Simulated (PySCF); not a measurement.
# Reading the logs of faulty runs: AlBH4NO

These are calculations, not measurements. They come from PySCF 2.14.0, an open-source quantum chemistry program, on an isolated molecule that a program drew, which may never have been made. The molecule is AlBH4NO (charge 0, doublet), drawn as the SMILES string `B[O][Al][NH2]`.

Each row is a Hartree-Fock (HF) and frozen-core CCSD(T) single point in the cc-pV(D+d)Z basis, meant for a local HF minimum. Run 1 is clean. Each other run has one planted mistake out of seven kinds, and not every kind appears here: one electron removed, one electron added, multiplicity raised by two, geometry at a saddle point, minimal basis STO-3G, one bond length entered in bohr, all coordinates scaled. The reference is restricted for singlets and unrestricted otherwise, and also for a bond in bohr. Adding or removing an electron swaps singlet and doublet. Electrons count all cores. HOMO and LUMO are orbital energies over both spins, the gradient is its largest component, and the lowest frequency (negative if imaginary) is given only where the gradient is small. Bond lengths are over the 7 bonds as drawn. T1 is the CCSD diagnostic: over 0.02 (restricted) or 0.045 (unrestricted) a single reference is doubtful.

Geometry of the clean run:
```xyz
8
AlBH4NO, angstrom
B    -2.3935   -3.3393   -1.6756
O    -1.4502   -2.7119   -0.9676
Al   -0.3269   -1.8674   -0.0174
N     1.3805   -2.1846   -0.3208
H    -2.8369   -4.3952   -1.2911
H    -2.8030   -2.8530   -2.7029
H     1.7358   -2.8235   -1.0091
H     2.1413   -1.7530    0.1690
```

```
run  electrons  basis functions  <S^2>  HOMO (eV)  LUMO (eV)  gradient (hartree/bohr)  lowest frequency (cm^-1)  mean bond (Å)  longest bond (Å)      T1  HF (hartree)  CCSD(T) (hartree)                 mistake
  1         37               85  0.752      -8.72       1.19                  1.5e-05                        44         1.3169             1.763  0.0166    -398.35361         -398.87987                no fault
  2         37               28  0.753      -5.63       6.74                  4.2e-02                         -         1.3169             1.763  0.0229    -393.36221         -393.54856    minimal basis STO-3G
  3         37               85  0.752      -8.64       1.26                  1.0e-02                         -         1.2997             1.740  0.0161    -398.35220         -398.87605  all coordinates scaled
  4         37               85  3.780      -5.02      -1.42                  2.0e-02                         -         1.3169             1.763  0.0269    -398.14464         -398.67582                       ?
  5         37               85  1.357      -8.51       1.00                  2.3e-02                         -         1.4704             2.283  0.0600    -398.23563         -398.76521                       ?
```

**Which mistake was planted in run 4, and what did it cost?**

Electrons, basis and geometry are unchanged, and <S^2> is 3.780, beside S(S+1) = 3.75 for a multiplicity of 4. So the mistake is: multiplicity raised by two. Subtracting run 1 and multiplying by 627.51 kcal/mol a hartree, the energy moved by 131.1 kcal/mol in HF and 128.0 kcal/mol in CCSD(T).

**Which mistake was planted in run 5, and what did it cost?**

The mean bond changes by a factor of 1.117 and the longest by 1.295, so the molecule wasn't scaled as a whole. A length L in bohr read as angstrom grows by (1/0.5292 - 1) L = 0.890 L. The 7 bonds together grew by 7 x 0.1535 = 1.074 Å, which gives L = 1.208 Å. That is the length of one of the B-H bonds, 1.208 Å in the clean geometry. So the mistake is: one bond length entered in bohr. Subtracting run 1 and multiplying by 627.51 kcal/mol a hartree, the energy moved by 74.0 kcal/mol in HF and 72.0 kcal/mol in CCSD(T).

Cautions from the logs. Run 5: T1 is over the limit, so its CCSD(T) energy is less reliable.
